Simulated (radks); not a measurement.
The numbers below are computed, except where a source is named.
Valence configurations of Ar II (all share [Ne]). Level of theory: scalar-relativistic Kohn-Sham, SCAN, spin-polarised, spherical densities, finite nucleus; open shells are filled with parallel spins first; meta-GGA in the generalised Kohn-Sham scheme; Fermi nuclear charge, rms radius 3.4274 fm (a radial shooting solver on a logarithmic mesh with Libxc functionals). Energies are relative to 3s2 3p5; eigenvalues in eV for spin up.

| valence | E (eV) | moment (Bohr magnetons) | e(3p) | e(3s) |
|---|---|---|---|---|
| 3s2 3p5 | 0.000 | 1 | -23.211 | -38.585 |
| 3s1.5 3p5.5 | 7.642 | 1 | -23.541 | -38.984 |
| 3s1 3p6 | 15.224 | 1 | -23.876 | -39.387 |

NIST lists [Ne] 3s2 3p5 as the ground configuration; this level of theory agrees among the configurations tried. The energies are those of spherical high-spin densities, not of single terms.
